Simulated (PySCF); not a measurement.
Species: C₇H₆F₂O.
Atom-mapped SMILES: `[OH:1][c:2]1[cH:3][cH:4][c:5]([CH:6]([F:7])[F:8])[cH:9][cH:10]1` (hydrogens: H11 on O1; H12 on C3; H13 on C4; H14 on C6; H15 on C9; H16 on C10)

Computed, not measured: PBE0-D3(BJ)/def2-SVP geometry optimisation, gas phase (PySCF).

**Question.** Give the optimised bond lengths and angles.

**Answer.** 
```json
{"bond": "O1–C2", "length (bohr)": "2.544"}
{"bond": "C2–C3, C2–C10", "length (bohr)": "2.645"}
{"bond": "C3–C4, C9–C10", "length (bohr)": "2.625"}
{"bond": "C4–C5, C5–C9", "length (bohr)": "2.639"}
{"bond": "C5–C6", "length (bohr)": "2.825"}
{"bond": "C6–F7, C6–F8", "length (bohr)": "2.562"}
{"bond": "O1–H11", "length (bohr)": "1.820"}
{"bond": "C3–H12, C10–H16", "length (bohr)": "2.065"}
{"bond": "C4–H13, C9–H15", "length (bohr)": "2.066"}
{"bond": "C6–H14", "length (bohr)": "2.087"}
```

Bonds in one row agree within 0.02 bohr and their mean is given. A selection of angles:
```json
{"angle": "O1–C2–C3", "degrees": "122.5"}
{"angle": "O1–C2–C10", "degrees": "117.9"}
{"angle": "C3–C2–C10", "degrees": "119.6"}
{"angle": "C2–C3–C4", "degrees": "120.2"}
{"angle": "C3–C4–C5", "degrees": "120.4"}
{"angle": "C4–C5–C6", "degrees": "119.9"}
{"angle": "C4–C5–C9", "degrees": "119.2"}
{"angle": "C6–C5–C9", "degrees": "121.0"}
{"angle": "C5–C6–F7", "degrees": "110.9"}
{"angle": "F7–C6–F8", "degrees": "106.4"}
{"angle": "C5–C9–C10", "degrees": "120.9"}
{"angle": "H11–O1–C2", "degrees": "109.5"}
```

Torsions: C4–C5–C6–F7 -51° (synclinal); H11–O1–C2–C3 0° (synperiplanar). The mirror-image conformer, all signs reversed, is as good.

Of the pairs four or more bonds apart, H11···H12 is among the closest relative to their van der Waals radii: 2.28 Å, 95 % of the sum of Bondi's values. The 6-membered ring C2–C3–C4–C5–C9–C10 has internal angles of 119.2° to 120.9°; it is planar, 0.00 Å rms from its mean plane, widest ring torsion 0°. The C–C distances run from 1.388 Å (C3–C4, aromatic) to 1.495 Å (C5–C6, drawn single), a spread of 0.107 Å.

Point group: near Cs, missed by 0.31 Å at most; the miss may be what the optimiser left on a soft mode. No PBE0-D3(BJ)/def2-SVP frequencies stand behind this structure, so it isn't proved a minimum. The numbers are those of one conformer (H–O1–C2–C3 0°, C4–C5–C6–F7 -51°).
